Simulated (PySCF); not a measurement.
Indirect couplings

Bonds: B1-C2 1.567 Å, B1-C6 1.567 Å, B1-F10 1.338 Å. C2 carries H3, H4, H5; C6 carries H7, H8, H9.

Couplings: B3LYP/pcJ-1 (spin–dipole term only in couplings to heteroatoms) in PySCF 2.14, geometry PBE0-D3(BJ)/def2-SVP; gas phase, one conformer, non-relativistic. Couplings are averaged over pairs made equivalent by symmetry, fast rotation or ring inversion, so a value needn't be that of the named pair in this geometry, while other rotamers aren't included; one pair stands for each set, and the list holds those of at least 0.8 Hz over up to four bonds.

Isotopes: 11B, 19F, 13C, 1H.

```tsv
pair	bonds	J (Hz)
B1, C2	1	61.4
B1, F10	1	-177.4
C2, H3	1	?
B1, H3	2	-4.9
C2, C6	2	11.8
C2, F10	2	?
H3, H4	2	-15.9
C2, H7	3	?
H3, F10	3	13.8
H3, H7	4	1.1
```

Estimate the withheld couplings, with signs.

Answers


- 1J(C2,H3) = 124.6 Hz (mean over equivalent pairs that range from 115.0 to 129.9 Hz in this conformer)
- 2J(C2,F10) = 21.8 Hz (angle at B1 118°)
- 3J(C2,H7) = 1.3 Hz (mean over equivalent pairs that range from -0.9 to 4.3 Hz in this conformer)
